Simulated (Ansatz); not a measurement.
Start from `BC#CBO` and change one atom or group to get `BC#C[O][AlH2]`.

Ansatz, PBE0-D4/def2-TZVP geometries, multiplicity 1. Each molecule was computed in one conformer, which needn't be the lowest.

| property | `BC#CBO` |
| --- | --- |
| ideal-gas entropy at 298 K and 1 bar (rigid rotor, harmonic PBE0-D4/def2-TZVP) / J/(mol·K) | 319 |
| size of the dipole moment (PBE/def2-TZVPP) / D | 1.98 |
| HOMO–LUMO gap (ωB97M-V/def2-TZVPP) / eV | 9.93 |
| HOMO energy (ωB97M-V/def2-TZVPP) / eV | -10.29 |
| HOMO energy (B3LYP/def2-TZVPP) / eV | -7.89 |
| size of the dipole moment (B3LYP/def2-TZVPP) / D | 1.92 |

Question: What does the change do to each property? (Best estimate.)

Answer: The calculation gave: 
```
                                                                                  property  `BC#C[O][AlH2]`  shift
ideal-gas entropy at 298 K and 1 bar (rigid rotor, harmonic PBE0-D4/def2-TZVP) / J/(mol·K)              356     37
                                            size of the dipole moment (PBE/def2-TZVPP) / D             4.08   2.10
                                                   HOMO–LUMO gap (ωB97M-V/def2-TZVPP) / eV             8.69  -1.24
                                                     HOMO energy (ωB97M-V/def2-TZVPP) / eV            -9.08   1.21
                                                       HOMO energy (B3LYP/def2-TZVPP) / eV            -6.67   1.22
                                          size of the dipole moment (B3LYP/def2-TZVPP) / D             3.90   1.98
```

With PBE0 the HOMO rises by 1.25 eV and the LUMO rises by 0.30 eV, so the gap narrows by about 0.95 eV. PBE moves the HOMO by 1.26 eV and ωB97M-V by 1.21 eV. Dipoles are sizes alone; their direction can turn. Modes under 60 cm⁻¹, often nearly free rotors, make the harmonic entropy too high.

B3LYP here is the variant with VWN-RPA as its local correlation; programs differ in this.
